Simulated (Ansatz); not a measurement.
## Ansatz (development build ahead of 0.2.0) run

```yaml
crystal:
  periodic: [false, false, false]
  atoms:
    - { symbol: Fe, position_ang: [0.0, 0.0, 0.0] }
    - { symbol: Fe, position_ang: [0.0, 0.0, 2.02] }
basis:
  gaussian: { orbitals: pcseg-2 }
magnetization:
  initial_magnetization: 6
hamiltonian:
  xc: hf
```

The input is written out in the form of the current development build from the run's settings.

The run gave:

| Item | Value |
| --- | --- |
| Converged | yes |
| Total energy | -2524.65705 hartree |
| Spin squared of the determinant | 12.000 |
| Stability test | minimum among restricted orbitals |

Caution: no unrestricted run beside it, a lower state can exist.
